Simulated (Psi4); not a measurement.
C$_{7}$H$_{8}$, charge +1, doublet, at a GFN2-xTB geometry (a state made from the parent by changing its charge; the spin is typed, not shown lowest); HF/6-31G** run with Psi4.

The Psi4 input:
```
memory 2 GB

molecule mol {
1 2
  C     1.174866   -0.477728    0.643464
  C     0.788082    0.813846    0.859745
  C    -0.272705    1.140917   -0.164803
  C    -1.325822    0.249401    0.450084
  C    -0.939038   -1.042173    0.233804
  C     0.367632   -0.997336   -0.522864
  C     0.187259    0.283236   -1.356535
  H     1.882251   -1.060322    1.207738
  H     1.120400    1.483697    1.633747
  H    -0.520381    2.183063   -0.322669
  H    -2.186043    0.600825    0.992981
  H    -1.424192   -1.943194    0.566972
  H     0.703972   -1.905374   -1.007298
  H    -0.573813    0.184535   -2.128175
  H     1.116159    0.635784   -1.800669
}

set basis 6-31g**
set reference uhf
set scf_type pk
set puream true
set d_convergence 1e-8

energy('scf')
print_variables()
```

It wrote (shortened):

```
   => Loading Basis Set <=

    Name: 6-31G**
    Role: ORBITAL
    Keyword: BASIS

         ---------------------------------------------------------
                                   SCF
               by Justin Turney, Rob Parrish, Andy Simmonett
                          and Daniel G. A. Smith
                              UHF Reference
         ---------------------------------------------------------

  ==> Geometry <==

    Molecular point group: c1
    Full point group: C1

    Geometry (in Angstrom), charge = 1, multiplicity = 2:

       Center              X                  Y                   Z               Mass
    ------------   -----------------  -----------------  -----------------  -----------------
         C            1.176141576441    -0.475798560584     0.634224004320    12.000000000000
         C            0.789357576441     0.815775439416     0.850505004320    12.000000000000
         C           -0.271429423559     1.142846439416    -0.174042995680    12.000000000000
         C           -1.324546423559     0.251330439416     0.440844004320    12.000000000000
         C           -0.937762423559    -1.040243560584     0.224564004320    12.000000000000
         C            0.368907576441    -0.995406560584    -0.532103995680    12.000000000000
         C            0.188534576441     0.285165439416    -1.365774995680    12.000000000000
         H            1.883526576441    -1.058392560584     1.198498004320     1.007825032230
         H            1.121675576441     1.485626439416     1.624507004320     1.007825032230
         H           -0.519105423559     2.184992439416    -0.331908995680     1.007825032230
         H           -2.184767423559     0.602754439416     0.983741004320     1.007825032230
         H           -1.422916423559    -1.941264560584     0.557732004320     1.007825032230
         H            0.705247576441    -1.903444560584    -1.016537995680     1.007825032230
         H           -0.572537423559     0.186464439416    -2.137414995680     1.007825032230
         H            1.117434576441     0.637713439416    -1.809908995680     1.007825032230

  Running in c1 symmetry.

  Rotational constants: A =      0.13394  B =      0.13028  C =      0.11787 [cm^-1]
  Rotational constants: A =   4015.30447  B =   3905.71538  C =   3533.74086 [MHz]
  Nuclear repulsion =  291.705259668158533

  Charge       = 1
  Multiplicity = 2
  Electrons    = 49
  Nalpha       = 25
  Nbeta        = 24

  ==> Algorithm <==

[...]
   @UHF iter  13:  -269.40809105104779   -4.43379e-11   1.03629e-08 DIIS
   @UHF iter  14:  -269.40809105105120   -3.41061e-12   3.49326e-09 DIIS
  Energy and wave function converged.

  ==> Post-Iterations <==

   @Spin Contamination Metric:   1.036332289E-02
   @S^2 Expected:                7.500000000E-01
   @S^2 Observed:                7.603633229E-01
   @S   Expected:                5.000000000E-01
   @S   Observed:                5.000000000E-01

    Orbital Energies [Eh]
    ---------------------

    Alpha Occupied:

[...]
      25A     -0.542156

    Alpha Virtual:

[...]
    Beta Occupied:

[...]
    Beta Virtual:

[...]
    Final Occupation by Irrep:
              A
    DOCC [    24 ]
    SOCC [     1 ]
    NA   [    25 ]
    NB   [    24 ]

  @UHF Final Energy:  -269.40809105105120

   => Energetics <=

    Nuclear Repulsion Energy =            291.7052596681585328
    One-Electron Energy =                -930.6288410999607095
    Two-Electron Energy =                 369.5154903807509754
    Total Energy =                       -269.4080910510512012

  UHF NO Occupations:
  HONO-2 :   23  A 1.9990314
  HONO-1 :   24  A 1.9974276
  HONO-0 :   25  A 1.0000000
  LUNO+0 :   26  A 0.0025724
  LUNO+1 :   27  A 0.0009686
  LUNO+2 :   28  A 0.0005483
  LUNO+3 :   29  A 0.0003131

Computation Completed

Properties will be evaluated at   0.000000,   0.000000,   0.000000 [a0]

Properties computed using the SCF density matrix

 Multipole Moments:

 ------------------------------------------------------------------------------------
     Multipole            Electronic (a.u.)      Nuclear  (a.u.)        Total (a.u.)
 ------------------------------------------------------------------------------------

 L = 1.  Multiply by 2.5417464519 to convert [e a0] to [Debye]
 Dipole X            :         -0.1927350            0.1205188           -0.0722161
 Dipole Y            :         -0.2915208            0.1822905           -0.1092303
 Dipole Z            :          1.3962111           -0.8730587            0.5231524
 Magnitude           :                                                    0.5392911

 ------------------------------------------------------------------------------------

  Variable Map:
  ----------------------------------------------------------------------------
[...]
  Array Variable Map:
  ----------------------------------------------------------------------------
[...]
[...]
```
